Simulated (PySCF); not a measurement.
C₇H₁₁ (doublet state).
Cartesian coordinates in Å at the GFN2-xTB level; atoms count from 1:
```
atom  x, y, z in Å
C1    -2.6312    1.0926    0.9046
C2    -2.7300   -0.2896    0.3887
C3    -1.3808   -0.7112    0.0108
C4    -0.2472   -0.9862   -0.2694
C5     1.1199   -1.3165   -0.6271
C6     1.9326   -0.0532   -0.9371
C7     2.0464    0.8547    0.2807
H8    -2.5777    1.9169    0.2194
H9    -2.3508    1.2639    1.9262
H10   -3.3736   -0.3415   -0.4953
H11   -3.1103   -0.9742    1.1532
H12    1.5835   -1.8585    0.2031
H13    1.1100   -1.9752   -1.5011
H14    2.9302   -0.3482   -1.2719
H15    1.4510    0.4912   -1.7526
H16    2.6203    1.7467    0.0406
H17    2.5419    0.3367    1.0994
H18    1.0570    1.1580    0.6162
```

The hyperfine couplings belong to this conformer and change with its torsions.

Identity: `[CH2]CC#CCCC` [radical].

Computed, not measured: UKS B3LYP, pcH-1 on C H, non-relativistic, mean-field spin-orbit, GIAO in PySCF 2.14.0. Isolated species at its GFN2-xTB geometry (one conformer only). The geometry wasn't refined by DFT: couplings that depend on bond lengths, twists or pyramidal angles can differ widely from those at the functional's own minimum. No stability test was run, so a lower SCF solution isn't excluded.

Question: Give the principal g shifts and their parts.

Answer: 
```csv
Δg (ppm),1,2,3
relativistic mass correction,-145,-145,-145
gauge correction,8,26,18
orbital Zeeman/spin–orbit,-26,528,561
total,-163,408,434
```

So g = 2.00216, 2.00273, 2.00275 and g_iso = 2.00255; the tensor is close to axial: the two nearest values differ by 4 % of g3 − g1. 

Question: How much does each term add to the isotropic shift?

Answer: The orbital-Zeeman/spin–orbit term 354, the mass correction -145 and the gauge correction 17 ppm, for a total of 226 ppm. The orbital-Zeeman/spin–orbit term is the largest in size. The mass correction is the same along every axis, so the anisotropy comes from the other two: their spans along these axes are 17 (gauge) and 587 ppm (orbital Zeeman/spin–orbit).

Question: What are the electron Larmor frequencies g μB B/h along the three axes at 350 mT?

Answer: 9.8079, 9.8107, 9.8109 GHz for g1, g2 and g3, a range of 2.9 MHz.

Question: What effective moment and Curie constant follow for a powder?

Answer: With the mean of g² = 4.0102 and S(S+1) = 0.75: μ_eff = √(⟨g²⟩S(S+1)) = 1.734 μB and χT = 0.12505·⟨g²⟩·S(S+1) = 0.376 cm³ K/mol (cgs; spin-Hamiltonian part alone).

Question: In a frozen sample, at which fields do the three g values resonate at 9.5, 34, 94 and 263 GHz (hyperfine left aside), and which band first spreads them over more than twice a line width of 0.3 mT?

Answer: 
```
band    GHz  B(g3) mT  B(g2) mT  B(g1) mT  spread mT
   X    9.5    338.91    338.91    339.01       0.10
   Q   34.0   1212.94   1212.96   1213.30       0.36
   W   94.0   3353.43   3353.47   3354.43       1.00
   J  263.0   9382.46   9382.58   9385.26       2.80
```

The spread grows in proportion to the frequency. W band is the first where it exceeds 0.6 mT.

The largest Mulliken spin populations are on C1 (+1.07) and C2 (-0.07). No atom but C1 exceeds +0.15. The positive populations add up to 1.17 and the negative ones to -0.17, together 2S = 1. The angles at C1 add up to 358.0°, so it is nearly planar; its axial dipolar tensor and the negative couplings of its protons fit spin in a p orbital normal to that plane.

The HOMO–LUMO gaps are 6.74 eV among the α and 5.25 eV among the β orbitals.

The run took 67 s wall (with the writing of density and orbital grids) on Arm Neoverse V1, one thread, shared host with 32 logical CPUs at a one-minute load of 13, and the process peaked at 0.97 GiB of memory.
